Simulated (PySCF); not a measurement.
**Polarisability and C₆ of Co (cobalt, neutral)**

[Ar] 3d6 4s2 4p1, one real determinant (an excited configuration). Computed with PySCF 2.14 in aug-cc-pVTZ, with no relativity, point nucleus. Coupled (time-dependent) response in atomic units; α is the mean over directions.

| method | mean α (bohr³) | α xx, yy, zz | C₆ (like pair) | S(−4) |
| --- | --- | --- | --- | --- |
| B3LYP | 66.76 | 55.78, 55.78, 88.72 | 652.9 | 2437 |

S(−4) is the Cauchy moment in α(ω) = α(0) + S(−4) ω² + …

α(iu) at B3LYP:

```tsv
u (hartree)	α(iu) (bohr³)
0	66.76
0.0500	61.41
0.100	50.65
0.200	31.98
0.300	20.91
0.500	10.77
0.750	6.068
1.00	4.037
1.50	2.303
2.00	1.554
3.00	0.8858
5.00	0.4182
```

The components differ because the open shell of this determinant is not spherical; for a pure term their mean is the scalar polarisability.

⟨L²⟩ = 8.02 against 12 for a pure F term, so this real determinant mixes terms.
